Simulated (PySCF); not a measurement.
## Shapes and spin states of TcN₂⁻

All numbers come from PySCF, PBE, basis Tc def2-SVPD with ECP28, N def2-SVPD (scalar-relativistic core potentials, no spin–orbit coupling, density fitting).

Relaxations began from a few typed shapes and spin states; open shells are unrestricted. The search is not exhaustive: other isomers or separated fragments can lie lower, and high-lying points may rest on an excited occupation.

(1) Order these stationary points by electronic energy, lowest first, in kJ/mol from the lowest minimum.
A. broken-symmetry Ms = 1 (⟨S²⟩ 3.08) D∞h: Tc–N 1.768 Å (×2); N–Tc–N 180.0°
B. triplet C2v: Tc–N 1.687 Å (×2); N–Tc–N 108.6°
C. broken-symmetry Ms = 0 (⟨S²⟩ 0.44) C2v: Tc–N 1.678 Å (×2); N–Tc–N 104.5°
D. singlet (closed shell, unstable to spin polarisation) C2v: Tc–N 1.677 Å (×2); N–Tc–N 103.5°
E. triplet (⟨S²⟩ 2.28) C2v: N–N 1.253 Å, Tc–N 1.919 Å (×2); N–N–Tc 70.9° (×2), N–Tc–N 38.1°

(2) Which of them are minima?

Results:

(1) C (0.0), D (3.1), B (17.7), E (85.8), A (204.2).

(2) By energy in kJ/mol, 0.0: minimum; 3.1: minimum of the closed-shell surface only; 17.7: minimum; 85.8: minimum; 204.2: saddle point, 2 imaginary modes.

For the lowest minimum: the determinant is spin-contaminated (⟨S²⟩ = 0.44, pure value 0.00). The spin densities have lower symmetry than the nuclear frame. The highest occupied level lies above zero, a sign of self-interaction error or too small a basis; response properties are unreliable. The lowest empty level of this anion is unbound, so it and the gap depend on the basis.
